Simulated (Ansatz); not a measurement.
C3H8AlB can be A, `B[C](=C)[AlH][CH3]`, or B, `B[C]1([AlH2])CC1`.

Gas-phase electronic energies from Ansatz, PBE0-D4/def2-TZVP geometries. CCSD(T)/CBS is the MP2 limit (def2-TZVPP, def2-QZVPP) plus CCSD(T) − MP2 in def2-TZVPP, frozen cores. DFT in def2-TZVPP. B3LYP here is the variant with VWN-RPA as its local correlation; programs differ in this. One conformer a species, not always the lowest.

Task: Which is lower in electronic energy at CCSD(T)/CBS, and by how much? (An estimate is asked.)

Result: The calculation gave: A, by 60.3 kJ/mol.

Task: Give E(B) − E(A) in kJ/mol with B3LYP-D4, r2SCAN-D4, CCSD/def2-TZVPP, MP2/def2-TZVPP, B2PLYP, CCSD(T)/def2-TZVPP, PBE-D4. (An estimate is asked.)

Result: Computed: B3LYP-D4 69.7, r2SCAN-D4 53.6, CCSD/def2-TZVPP 60.2, MP2/def2-TZVPP 46.7, B2PLYP 66.6, CCSD(T)/def2-TZVPP 59.6, PBE-D4 49.7. None reverses the order clearly.

Largest T1 diagnostic: 0.011.

From PBE to PBE0 (25 % exact exchange), in def2-TZVPP and without D4, E(B) − E(A) moves by −5.2 kJ/mol. The D4 term adds −3.8 kJ/mol with B3LYP and −1.7 kJ/mol with PBE0; it sums over pairs of atoms, weighted by their polarisabilities, and B3LYP, whose exchange is more repulsive, gets the larger term.
